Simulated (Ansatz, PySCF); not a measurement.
C3H7NSi, SMILES C=C=CN[SiH3].

The structure is a stationary point at ωB97X-D3(BJ)/def2-SVP. The structure was generated by enumeration, and PubChem lists no compound with its InChIKey, so it may never have been made. One conformer was computed; it need not be the lowest.

Vertical ionisation energy (IE) and electron affinity (EA) in eV. Rows of orbital energies are one-electron estimates. Where ΔSCF, EOM or ADC give a negative EA the extra electron is unbound and the value depends on the basis.

```json
[
 {"level": "−ε(HOMO), −ε(LUMO), HF/def2-TZVP (PySCF)", "IE": "8.56", "EA": "-2.98"},
 {"level": "−ε(HOMO), −ε(LUMO), PBE/def2-TZVP (PySCF)", "IE": "4.87", "EA": "1.24"},
 {"level": "ΔSCF, CAM-B3LYP/def2-SVPD (Ansatz), final states of multiplicity 2 and 2", "IE": "8.01", "EA": "-1.37"},
 {"level": "ΔSCF, PBE/def2-SVPD (Ansatz), final states of multiplicity 2 and 2", "IE": "7.83", "EA": "-0.95"}
]
```

What vertical singlet–triplet gap does ΔSCF give with CAM-B3LYP/def2-SVPD (Ansatz, a program for electronic structure) and with PBE/def2-SVPD (Ansatz)? (The exact figures need the calculation; the answer reports its results.)

3.93 and 3.59 eV (triplet above singlet where positive).
